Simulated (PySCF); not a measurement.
A structure optimised at PBE0-D3(BJ)/def2-SVP, used in a PySCF frequency run:

```
Al
F 1 1.6502
Cl 1 2.0719 2 119.17
Cl 1 2.0719 2 119.17 3 180.00
```

### Question
Write its SMILES, formula and point group.

### Answer
[F][Al]([Cl])[Cl], AlCl2F, C2v

### Question
What are its rotational constants (standard atomic weights)?

### Answer
4.5873, 2.1777, 1.4767 GHz
